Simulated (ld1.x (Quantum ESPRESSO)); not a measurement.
**An all-electron radial function and its pseudo partner (Fe (Z = 26))**

Columns: radius, all-electron u(r) and pseudo u(r) of the 4s shell (level -4.26 eV) of iron in the configuration [Ne] 3s2 3p6 3d7 4s1 4p0; PBEsol, scalar-relativistic, ultrasoft scheme, ld1.x (Quantum ESPRESSO) 7.5.

| r (bohr) | all-electron | pseudo |
| --- | --- | --- |
| 0.113 | -0.0873 | -0.0244 |
| 0.225 | -0.1290 | -0.0490 |
| 0.338 | 0.0292 | -0.0748 |
| 0.450 | 0.1766 | -0.1017 |
| 0.563 | 0.2462 | -0.1305 |
| 0.675 | 0.2402 | -0.1607 |
| 0.788 | 0.1826 | -0.1931 |
| 0.900 | 0.0976 | -0.2269 |
| 1.013 | 0.0007 | -0.2626 |
| 1.125 | -0.0958 | -0.2990 |
| 1.238 | -0.1874 | -0.3364 |
| 1.350 | -0.2693 | -0.3735 |
| 1.463 | -0.3417 | -0.4103 |
| 1.575 | -0.4031 | -0.4453 |
| 1.688 | -0.4548 | -0.4786 |
| 1.800 | -0.4969 | -0.5087 |
| 1.913 | -0.5307 | -0.5356 |
| 2.025 | -0.5567 | -0.5582 |
| 2.138 | -0.5762 | -0.5764 |
| 2.250 | -0.5896 | -0.5896 |
| 2.363 | -0.5979 | -0.5979 |
| 2.475 | -0.6017 | -0.6017 |
| 2.588 | -0.6016 | -0.6016 |
| 2.700 | -0.5981 | -0.5981 |
| 2.813 | -0.5918 | -0.5918 |
| 2.925 | -0.5831 | -0.5831 |

**Question.** How many radial nodes do the two functions have?

**Answer.** The all-electron 4s function has n − l − 1 = 3 (the table is too coarse to show those close to the nucleus); the pseudo-wave has 0, since the states of the same l below it are removed with the core.

**Question.** At about which radius was the pseudo-wave matched?

**Answer.** 2.25 bohr, where the columns begin to agree (steps of 0.11 bohr).

**Question.** Is the pseudo-wave norm-conserving?

**Answer.** No, it belongs to an ultrasoft set: the norm inside the radius is not constrained, and the difference is carried by the augmentation charge.
